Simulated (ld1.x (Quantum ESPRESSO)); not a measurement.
# PBEsol RRKJ dataset for magnesium, non-relativistic all-electron reference.

```json
{"Element": "Mg (Z = 12)", "Generator": "ld1.x (Quantum ESPRESSO) 7.5", "Type": "norm-conserving RRKJ (Kleinman–Bylander form)", "Functional": "PBEsol", "Relativity": "non-relativistic", "Frozen core": "[He]", "Valence charge": "10", "Reference configuration": "2s2 2p6 3s2 3p0", "Partial waves": "2p (bound): rc 1.10 bohr; 3d channel at 0.35 Ry: rc 0.85 bohr; 2s (bound): rc 0.95 bohr", "Local potential": "the s channel", "Core correction": "none"}
```

Occupied shells without a wave of their own: 3s. They enter only through the test configuration that unscreens the potential.

Problem. Estimate the cutoffs (Ry, on a coarse ladder) from which the occupation-weighted sum of valence levels, in a spherical-Bessel basis at the reference potential, stays within 10 and 1 mRy of its value at 400 Ry.

Solution. 120 Ry and 180 Ry.

Problem. What does a ghost test show?

Solution. No extra level below or beside the all-electron valence levels (p, d, s, f tested).

Problem. Tests: 2s2 2p6 3s1 3p0; 2s2 2p6 3s0 3p0; 2s2 2p6 3s1.5 3p0; 2s2 2p5 3s2 3p0; 2s2 2p6 3s1 3p1; 2s2 2p6 3s0 3p1; 2s1 2p6 3s2 3p0. Which has the largest error in its energy relative to the reference configuration, and how large is it?

Solution. 2s2 2p6 3s0 3p0, with -360 meV (all-electron minus pseudo) on +22.70 eV.
